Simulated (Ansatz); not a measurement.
The cluster GeF2. Total charge 0; singlet. Geometry PBE0-D4/def2-TZVP; atoms count from 1.

```csv
atom,x (Å),y (Å),z (Å)
Ge1,0.159,0.132,0.741
F2,-1.345,-0.214,-0.073
F3,1.186,0.082,-0.668
```

The structure comes from a short search, and lower isomers may exist.

(1) Estimate the Mulliken populations from the PBE0/def2-TZVP orbitals of Ansatz.

(2) And the Mayer bond orders between heavy atoms (over 0.3)?

## Answers

(1) 
| atom | charge (e) |
| --- | --- |
| Ge1 | 0.73 |
| F2 | -0.36 |
| F3 | -0.36 |
Mulliken values depend strongly on the basis.

(2) Ge1–F2 0.96 (1.74 Å); Ge1–F3 0.96 (1.74 Å).
